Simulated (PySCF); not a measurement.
LiAs: one state, many levels of theory

State: ³Σ⁻ (triplet), unpaired electrons π ↑↑. Set-up: basis Li cc-pVDZ, As cc-pVDZ-PP with ECP10; scalar-relativistic core potentials; PySCF 2.14. De refers to Li + As in their high-spin ground configurations, without counterpoise correction. The functionals are run spin-unrestricted. A positive dipole means Li(−)As(+).

| Level | Re (Å) | ωe (cm⁻¹) | De (eV) | μ (D) |
| --- | --- | --- | --- | --- |
| UHF | 2.459 | 430 | 0.55 | -6.94 |
| UHF-MP2 | 2.461 | 428 | 1.15 | n/a |
| UHF-SCS-MP2 | 2.467 | 422 | 1.16 | n/a |
| UHF-CCSD | 2.467 | 421 | 1.20 | n/a |
| UHF-CCSD(T) | 2.471 | 419 | 1.24 | n/a |
| PBE | 2.453 | 417 | 1.63 | -5.62 |
| BLYP | 2.454 | 414 | 1.72 | -5.37 |
| r²SCAN | 2.444 | 427 | 1.64 | -6.28 |
| TPSSh | 2.446 | 426 | 1.66 | -6.11 |
| B3LYP | 2.436 | 429 | 1.70 | -5.87 |
| PBE0 | 2.436 | 432 | 1.56 | -6.17 |
| LC-ωPBE | 2.413 | 455 | 1.52 | -6.74 |

Problem. Which functional lies closest to UHF-CCSD(T) in De, which farthest, and by how much do they differ from it?

Solution. Closest is LC-ωPBE (-5.8 pm in Re, +8.6 % in ωe, +0.28 eV in De against UHF-CCSD(T) in the same basis), farthest BLYP (-1.7 pm in Re, -1.2 % in ωe, +0.48 eV in De). CCSD(T) converges more slowly with the basis than the functionals do and binds too weakly in this one, so the order can change at the basis-set limit.

Problem. What does a quarter of exact exchange do here, going from PBE to PBE0?

Solution. PBE0 less PBE: -1.7 pm in Re, +3.6 % in ωe, -0.07 eV in De. Exact exchange removes part of the self-interaction that spreads semilocal densities, and in most molecules shortens and stiffens the bond and lowers De; so it does here.

Problem. What does the step from GGA to meta-GGA do here, going from PBE to r²SCAN?

Solution. r²SCAN less PBE: -0.9 pm in Re, +2.4 % in ωe, +0.01 eV in De. 

Correlated steps freeze 4 core orbitals. Correlated levels converge slowly with the basis: in double zeta they bind strong bonds too weakly, by up to about 1 eV, and carry superposition errors of some tenths. Spin–orbit coupling is left out. The state is the lowest determinant that a PBE0 search found; another state may lie lower at other levels.
